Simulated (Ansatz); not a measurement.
## Worked example: a bond strength in C2H3ClNSi (SMILES C[Si](Cl)C#N)

The species is C2H3ClNSi (8 atoms), meant as a doublet with charge 0. SMILES: `C[Si](Cl)C#N`. The shape was relaxed beforehand at wB97X-V/def2-SVP.

| atom | x (Å) | y (Å) | z (Å) |
| --- | --- | --- | --- |
| C | -0.7134 | -0.5423 | 0.7879 |
| Si | 0.6014 | 0.6682 | 0.2404 |
| Cl | 2.4961 | -0.0988 | 0.5146 |
| C | 0.4026 | 1.0026 | -1.5817 |
| N | 0.2468 | 1.2842 | -2.6968 |
| H | -0.5976 | -1.4881 | 0.2313 |
| H | -0.6289 | -0.7525 | 1.8654 |
| H | -1.7148 | -0.1304 | 0.5832 |

Wanted: the dissociation energy of the H8–C1 bond into doublet H and singlet C2H2ClNSi (shapes relaxed at wB97X-V/def2-SVP, no zero-point term). 1 Eh = 2625.50 kJ/mol = 27.2114 eV. Totals in Eh; open shells run unrestricted unless said.

| level | program | C2H3ClNSi | doublet H | singlet C2H2ClNSi |
| --- | --- | --- | --- | --- |
| UHF/def2-SVP | Ansatz | -880.052631 | -0.499278 | -879.426788 |
| UPBE/def2-SVP | Ansatz | -881.627184 | -0.498629 | -881.007193 |
| UCCSD(T)/def2-SVP, 13 core orbitals frozen in the whole | Ansatz | -880.739864 | -880.120233 | -0.499278 |

Task: Work out the dissociation energy at each level.

Result: 
1. UHF/def2-SVP: (-0.499278) + (-879.426788) − (-880.052631) = 0.126565 Eh = 332.3 kJ/mol = 3.44 eV.
2. UPBE/def2-SVP: (-0.498629) + (-881.007193) − (-881.627184) = 0.121362 Eh = 318.6 kJ/mol = 3.30 eV.
3. UCCSD(T)/def2-SVP: (-880.120233) + (-0.499278) − (-880.739864) = 0.120353 Eh = 316.0 kJ/mol = 3.27 eV.

The levels span 316 to 332 kJ/mol; no measured value is set beside them. A fragment with an even electron count was run as a singlet and may have a lower triplet. A bond enthalpy at 298 K also holds the loss of zero-point energy and thermal terms.
